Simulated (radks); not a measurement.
The numbers below are computed, except where a source is named.
Ionisation of neutral lanthanum, [Xe] 5d1 6s2, to La+, [Xe] 5d2, under several functionals. Scalar-relativistic Kohn-Sham, spin-polarised, spherical densities, finite nucleus; open shells are filled with parallel spins first (spin-orbit coupling, left out, can overturn this in heavy ions); a radial shooting solver on a logarithmic mesh with Libxc functionals.

B86b exchange with PBE correlation: E(La) (hartree) -8493.7638; Exc (hartree) -203.9423; IE (eV) 5.594; -e(HOMO) (eV) 3.317; <r> HOMO (bohr) 2.973; IE error (eV) +0.017
BP86: E(La) (hartree) -8494.2738; Exc (hartree) -204.4528; IE (eV) 5.793; -e(HOMO) (eV) 3.416; <r> HOMO (bohr) 2.974; IE error (eV) +0.216
PW91: E(La) (hartree) -8494.0139; Exc (hartree) -204.1960; IE (eV) 5.625; -e(HOMO) (eV) 3.342; <r> HOMO (bohr) 2.972; IE error (eV) +0.049
SCAN: E(La) (hartree) -8494.4667; Exc (hartree) -204.2001; IE (eV) 5.419; -e(HOMO) (eV) 3.411; <r> HOMO (bohr) 2.997; IE error (eV) -0.158
Wu-Cohen GGA: E(La) (hartree) -8492.0620; Exc (hartree) -202.2292; IE (eV) 5.512; -e(HOMO) (eV) 3.318; <r> HOMO (bohr) 2.975; IE error (eV) -0.065
revPBE: E(La) (hartree) -8493.1800; Exc (hartree) -203.3559; IE (eV) 5.455; -e(HOMO) (eV) 3.292; <r> HOMO (bohr) 2.969; IE error (eV) -0.122
exchange-only r2SCAN: E(La) (hartree) -8490.8727; Exc (hartree) -200.5206; IE (eV) 4.618; -e(HOMO) (eV) 2.585; <r> HOMO (bohr) 3.005; IE error (eV) -0.959
TASK exchange with Perdew-Wang LDA correlation: E(La) (hartree) -8492.3525; Exc (hartree) -201.7911; IE (eV) 4.790; -e(HOMO) (eV) 3.256; <r> HOMO (bohr) 2.930; IE error (eV) -0.787
exchange-only LDA: E(La) (hartree) -8481.0203; Exc (hartree) -191.0892; IE (eV) 5.099; -e(HOMO) (eV) 2.525; <r> HOMO (bohr) 3.051; IE error (eV) -0.478
SOGGA: E(La) (hartree) -8489.2092; Exc (hartree) -199.3565; IE (eV) 5.441; -e(HOMO) (eV) 3.260; <r> HOMO (bohr) 2.973; IE error (eV) -0.136
LDA (Slater exchange, Perdew-Zunger correlation): E(La) (hartree) -8486.5055; Exc (hartree) -196.6428; IE (eV) 5.961; -e(HOMO) (eV) 3.382; <r> HOMO (bohr) 2.975; IE error (eV) +0.384
MS2 meta-GGA: E(La) (hartree) -8492.7411; Exc (hartree) -202.6933; IE (eV) 5.269; -e(HOMO) (eV) 3.380; <r> HOMO (bohr) 2.969; IE error (eV) -0.308

NIST Atomic Spectra Database: 5.577 eV (measured). Closest: B86b exchange with PBE correlation. The Delta-SCF values span 1.34 eV, the total energies 13.45 hartree. The highest occupied level is 5d. Open shells are spherical and high-spin; term and fine-structure splittings are not resolved. Spin-orbit splitting is averaged out at the scalar-relativistic level.
